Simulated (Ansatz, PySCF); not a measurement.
Potential energy curve for PH (cation, charge +1), lowest doublet found (which spin is the ground state isn't settled by this scan).

ROHF/aug-cc-pVTZ (Ansatz, an electronic-structure program); UHF/LANL2DZ = unrestricted Hartree-Fock/LANL2DZ, with its core potentials past Ne (PySCF); UCCSD = Ansatz with CCSD on UHF/aug-cc-pVTZ, frozen core; UMP2 = MP2 on UHF/aug-cc-pVTZ, frozen core run with Ansatz.

Energies are in kJ/mol, each relative to the lowest point of its own curve between 1.19 and 1.74 Å, where full CI is lowest.

```tsv
R / Å	ROHF	UHF/LANL2DZ	UCCSD	UMP2
1.00	391.8	410.4	396.2	398.2
1.08	218.6	234.9	223.3	224.1
1.14	131.7	145.7	136.4	136.4
1.19	80.4	92.4	84.9	84.5
1.25	38.8	47.9	42.7	41.9
1.30	17.0	23.8	20.2	19.4
1.36	3.1	7.0	5.1	4.4
1.39	0.1	?	1.5	1.0
1.44	0.0	0.0	0.0	0.0
1.49	4.8	2.3	3.3	4.0
1.55	15.7	10.1	11.9	?
1.64	39.6	28.8	31.8	36.2
1.74	72.9	55.1	59.9	68.0
1.86	118.0	86.7	97.4	113.9
2.01	177.1	115.4	145.9	181.9
2.23	261.4	139.2	210.7	243.6
2.43	?	150.9	—	273.4
2.70	?	159.6	—	?
3.05	?	165.0	—	295.8
3.48	428.0	169.1	—	302.4
4.00	431.3	171.2	—	306.0
```

Question: What belongs in the gaps?

Answer: 
- 1.39, UHF/LANL2DZ: 2.6
- 1.55, UMP2: 13.9
- 2.43, ROHF: 331.2
- 2.70, ROHF: 411.9
- 2.70, UMP2: 286.2
- 3.05, ROHF: 421.7

A dash means that the run gave no value there, or that the column was ended at a point which the program doubted or which failed a test of continuity chosen for this set; such a test can also cut sound points.

The scan ran from 1.00 to 4.68 Å; beyond the distances shown full CI changes its symmetry label. The unrestricted determinant behind UHF/LANL2DZ is spin-contaminated at 1.86 to 4.00 Å (<S²> up to 1.8, against 0.75 for a pure doublet). The unrestricted determinant behind UCCSD, UMP2 is spin-contaminated at 1.00, 1.86 to 4.00 Å (<S²> up to 1.8, against 0.75 for a pure doublet).
